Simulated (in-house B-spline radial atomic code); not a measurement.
A fraction x of an electron is removed from 2p in F III (F2+), starting from [He] 2s2 2p3 and keeping the highest spin. Method: non-relativistic AM05, spin-polarised, spherical fractional occupations, point nucleus. Calculated with an all-electron radial atomic-structure program (B-spline basis).

```
   x  E(x) - E(0) (eV)  2p up level (eV)
   0            0.0000           -51.450
0.07            3.6560           -53.010
0.23           12.4260           -56.626
0.35           19.3860           -59.381
0.43           24.2107           -61.239
 0.5           28.5547           -62.877
0.58           33.6603           -64.765
 0.7           41.6035           -67.627
0.84           51.3074           -71.009
0.93           57.7970           -73.207
   1           62.9817           -74.930
```

The exact functional would give a straight line between the two integer points. Deviations E(x) - E(0) - x[E(1) - E(0)], in eV: -0.753 at x = 0.07, -2.06 at x = 0.23, -2.658 at x = 0.35, -2.871 at x = 0.43, -2.936 at x = 0.5, -2.869 at x = 0.58, -2.484 at x = 0.7, -1.597 at x = 0.84, -0.776 at x = 0.93.

The curve lies below the straight line by up to 2.936 eV (at x = 0.5): convex, the delocalisation error that favours fractional charges.

(1) How well does Slater's transition state (minus the level at half occupation) give the ionisation energy?

Answers

(1) It gives 62.877 eV against 62.982 eV from the two total energies; NIST lists 62.71 eV, ground level to ground level.
